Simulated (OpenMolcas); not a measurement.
## Ga2+: input and output

Input:

```
&GATEWAY
Coord
1

Ga 0.0 0.0 0.0
Basis=ANO-RCC-VTZP
Group=XYZ
NoMove
AngMom=0.0 0.0 0.0
AMFI
&SEWARD
Relativistic=R04O02
&RASSCF
FileOrb=start.orb
Symmetry=1
Spin=2
nActEl=1 0 0
Inactive=8 6
Ras2=1 3
CIRoot=1 1 1
SDav=1
CIMx=300
Iter=120 100
PrWF=0.3
OrbListing=Nothing
MaxOrb=0
Atom
>>> COPY $Project.JobIph JOB001
&RASSCF
FileOrb=start.orb
Symmetry=2
Spin=2
nActEl=1 0 0
Inactive=8 6
Ras2=1 3
CIRoot=3 3 1
SDav=3
CIMx=300
Iter=120 100
PrWF=0.3
OrbListing=Nothing
MaxOrb=0
Atom
>>> COPY $Project.JobIph JOB002
&RASSI
NrOfJobIphs=2 1 3
1
1 2 3
IphNames
JOB001
JOB002
EJob
SpinOrbit
DIPRint=1.0
SOCoupling=1000.0
Subsets=2
MEES
Property=10
'ANGMOM' 1 'ANGMOM' 2 'ANGMOM' 3 'MLTPL  1' 1 'MLTPL  1' 2 'MLTPL  1' 3
'AMFI' 1 'AMFI' 2 'AMFI' 3 'MLTPL  2' 6
SOProperty=3
'ANGMOM' 1 'ANGMOM' 2 'ANGMOM' 3
```

Launched by
```bash
OMP_NUM_THREADS=1 MOLCAS_MEM=2252 MOLCAS_PROJECT=a pymolcas a.inp > a.log  # once for each step of the input, in one work folder
```

A driver script runs the steps one by one and writes start.orb anew before each from the orbitals found so far.

Output, cut to the results:

```
--- SEWARD ---
Basis set label: GA.ANO-RCC...6S5P3D1F.

      Electronic valence basis set:
      ------------------
      Associated Effective Charge  31.000000 au
      Associated Actual Charge     31.000000 au
      Nuclear Model: Point charge

      Shell  nPrim  nBasis  Cartesian Spherical Contaminant
         s      20       6        X
         p      17       5        X
         d      11       3                 X
         f       5       1                 X
Relativistic=R04O02
                  Relativistic Douglas-Kroll-Hess integrals:
                    - DKH order of Hamiltonian: 4
                    - DKH order of Properties : 2
--- RASSCF ---
Wave function specifications:
      -----------------------------

      Number of closed shell electrons          28
      Number of electrons in active shells       1
      Max number of holes in RAS1 space          0
      Max nr of electrons in RAS3 space          0
      Number of inactive orbitals               14
      Number of active orbitals                  4
      Number of secondary orbitals              25
      Spin quantum number                      0.5
      State symmetry                             1
Orbital specifications:
      -----------------------

      Symmetry species                           1   2
                                                ag  au
      Frozen orbitals                            0   0
      Inactive orbitals                          8   6
      Active orbitals                            1   3
      RAS1 orbitals                              0   0
      RAS2 orbitals                              1   3
      RAS3 orbitals                              0   0
      Secondary orbitals                        12  13
      Deleted orbitals                           0   0
      Number of basis functions                 21  22
      Number of CSFs                             1
      Number of root(s) required                 1
      Iter CI   SX   CI       RASSCF       Energy    max ROT     max BLB   max BLB  Level Ln srch  Step   QN
          iter iter root      energy       change     param      element    value   shift minimum  type update
 Nr of preliminary CI iterations:   1
 ###############################################################################
 ###############################################################################
 ###                                                                         ###
 ###                                                                         ###
 ###    WARNING: Problems in orbital optimization.                           ###
 ###                                                                         ###
 ###                                                                         ###
 ###############################################################################
 ###############################################################################
  Warning: In symmetry  2, orbital p=   7 has diagonal density matrix element D(p,p) close to zero. D(p,p)=  0.000000E+00
  Warning: In symmetry  2, orbital p=   8 has diagonal density matrix element D(p,p) close to zero. D(p,p)=  0.000000E+00
        ...
  Warning: In symmetry  2, orbital p=   7 has diagonal density matrix element D(p,p) close to zero. D(p,p)=  0.000000E+00
  Warning: In symmetry  2, orbital p=   8 has diagonal density matrix element D(p,p) close to zero. D(p,p)=  0.000000E+00
  Warning: In symmetry  2, orbital p=   9 has diagonal density matrix element D(p,p) close to zero. D(p,p)=  0.000000E+00
        4   1    2    1  -941.33624471   -3.41E-12  -3.68E-08    6  15 1 -3.39E-07   0.50   0.00    SX    NO
      Convergence after  4 iterations
        5   1    2    1  -941.33624471    2.50E-12  -3.68E-08    6  20 1 -1.73E-07   0.50   0.00    SX    NO
      Natural orbitals and occupation numbers for root  1
      sym 1:   1.000000
      sym 2:   0.000000   0.000000   0.000000
::    RASSCF root number  1 Total energy:  -1941.33624471
--- RASSCF ---
Wave function specifications:
      -----------------------------

      Number of closed shell electrons          28
      Number of electrons in active shells       1
      Max number of holes in RAS1 space          0
      Max nr of electrons in RAS3 space          0
      Number of inactive orbitals               14
      Number of active orbitals                  4
      Number of secondary orbitals              25
      Spin quantum number                      0.5
...
--- RASSI ---
SPIN-FREE ENERGIES:
  (Shifted by EMIN (a.u.) =      -1941.3362447106)

 SF State       Relative EMIN(au)   Rel lowest level(eV)    D:o, cm**(-1)      L_eff

     1             0.0000000000        0.0000000000              0.0000         0.0
     2             0.2907222911        7.9109565524          63806.1677         1.0
     3             0.2907222911        7.9109565524          63806.1677         1.0
     4             0.2907222911        7.9109565524          63806.1677         1.0
     Dipole printing threshold changed to   1.00000000E+00

++ Dipole transition strengths (spin-free states):
   -----------------------------------------------
     for osc. strength at least  1.00000000E+00

  ( Max oscillator strength is only   0.33122767323358127      )
--
Eigenvalues of complex Hamiltonian:
   -----------------------------------
  (Shifted by EMIN (a.u.) =      -1941.3362447106)

 SO State       Relative EMIN(au)   Rel lowest level(eV)    D:o, cm**(-1)     J-value

     1             0.0000000000        0.0000000000              0.0000         0.4
     2             0.0000000000        0.0000000000              0.0000         0.4
     3             0.2865250021        7.7967425021          62884.9692         0.4
     4             0.2865250021        7.7967425021          62884.9692         0.4
     5             0.2928209355        7.9680635776          64266.7669         1.0
     6             0.2928209355        7.9680635776          64266.7669         1.0
     7             0.2928209355        7.9680635776          64266.7669         1.3
     8             0.2928209355        7.9680635776          64266.7669         1.3
Weights of the five most important spin-orbit-free states for each spin-orbit state.

 SO State  Total energy (au)           Spin-free states, spin, and weights
 -------------------------------------------------------------------------------------------------------
...
```

The J values that RASSI prints are effective ones from its own formula and need not be integers or half-integers; the table below assigns J from the states.

Levels above the lowest, from the spin-orbit matrix, grouped by J:

```csv
Configuration,Term,J,E (cm⁻¹),Measured (cm⁻¹),g,Term weight %
4s,²S,1/2,0.0,0.0,2.002,100
4p,²P°,1/2,62885,65169,0.666,100
4p,²P°,3/2,64267,66888,1.334,100
```

Against the 2 measured excited levels shown (Shirai, Reader, Kramida and Sugar, J. Phys. Chem. Ref. Data 36, 509 (2007)) the mean absolute deviation is 2500 cm-1; the largest miss in energy is 4p ²P°_3/2: computed 64267, measured 66888 cm⁻¹ (-3.9 %).

With one active electron the reference holds no correlation, so core polarisation is missing. Computed and measured levels are paired by configuration, term and J; levels that our copy of the source lacks, or whose pairing is in doubt (as where it misses far off the trend of its configuration), stay unpaired and out of the deviations. Levels of configurations outside the active space are missing.

The term weight is that of the spin-free term in the level, not the purity of its configuration. ° marks odd parity.
